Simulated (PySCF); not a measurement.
A calculated (HSE06, PySCF 2.14, ANO-RCC-VTZP, the spin-free X2C one-electron Hamiltonian (Gaussian nucleus)) atom or ion has these occupied shells.

```csv
shell,electrons,orbital energy (eV),"rms radius, mean of both spins (bohr)"
1s α,1,-8263.5,0.0624
1s β,1,-8263.5,0.0624
2s α,1,-1008.4,0.265
2s β,1,-1007.1,0.265
2p α,3,-867.77,0.238
2p β,3,-866.66,0.238
3s α,1,-127.98,0.795
3s β,1,-124.75,0.795
3p α,3,-86.741,0.847
3p β,3,-83.333,0.847
3d α,5,-21.402,1.14
3d β,3,-19.421,1.14
4s α,1,-14.324,2.86
```

Name the element and its charge.

Ni⁺ (nickel, charge +1), in [Ar] 3d8 4s1, high-spin 4F determinant (an excited configuration).
